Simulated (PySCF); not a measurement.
# Two-component Hartree-Fock for Cu²⁺ (copper, charge +2)

Start: [Ar] 3d8 4s1; 3d3/2 filled at m_j = -1/2, +1/2, +3/2; 3d5/2 filled at m_j = -3/2, -1/2, +1/2, +3/2, +5/2; 4s1/2 filled at m_j = +1/2. Calculated with PySCF 2.14 in x2c-TZVPall-2c (6s7p4d1f, 54 functions): generalised Hartree-Fock with the X2C-1e Hamiltonian and a Gaussian nucleus; one run each with spin-orbit coupling (SO) switched off, then screened by Boettger's factors. This is a chosen level, not necessarily the ground level.

| spinor shell | electrons | ε, spin-free (eV) | ε, screened SO (eV) | weight of nominal j (screened SO) | rms radius, screened SO (bohr) |
| --- | --- | --- | --- | --- | --- |
| 1s1/2 | 2 | -9083.0 | -9082.9 | 1.000 | 0.0601 |
| 2s1/2 | 2 | -1170.4 | -1170.3 | 1.000 | 0.254 |
| 2p1/2 | 2 | -1010.7 | -1025.3 | 0.999 | 0.226 |
| 3s1/2 | 2 | -175.73 | -175.71 | 1.000 | 0.757 |
| 3p1/2 | 2 | -126.09 | -130.47 | 0.819 | 0.794 |
| 3p3/2 | 4 | -126.09 | -123.91 | 0.910 | 0.804 |
| 3d5/2 | 5 | -49.011 | -49.418 | 0.618 | 0.959 |
| 3d3/2 | 3 | -49.011 | -48.351 | 0.637 | 0.962 |
| 4s1/2 | 1 | -27.865 | -27.864 | 1.000 | 2.58 |

(1) Where does 2p3/2 lie, and what is the 2p spin-orbit splitting (screened SO)?

```json
{"quantity": "E (hartree)", "spin-free": "-1652.00113", "screened SO": "-1652.04855"}
{"quantity": "M_J", "spin-free": "9/2", "screened SO": "9/2"}
{"quantity": "⟨J²⟩", "spin-free": "24.754", "screened SO": "24.754"}
{"quantity": "⟨L²⟩", "spin-free": "12.003", "screened SO": "12.012"}
{"quantity": "⟨S²⟩", "spin-free": "3.751", "screened SO": "3.749"}
```

Each row is a mean over spinors that exchange with the open shell spreads, by up to 11.930 eV (3p3/2).

Rows whose weight is well below 1 are mixtures of j = l ± 1/2: exchange outweighs spin-orbit coupling there, and the label is only the starting occupation.

Without spin-orbit coupling the j labels of p, d and f shells carry no meaning; the spin-free column gives the mean over the occupied spinors of each nl shell.

Results:

(1) At -1003.6 eV, 21.656 eV above 2p1/2.
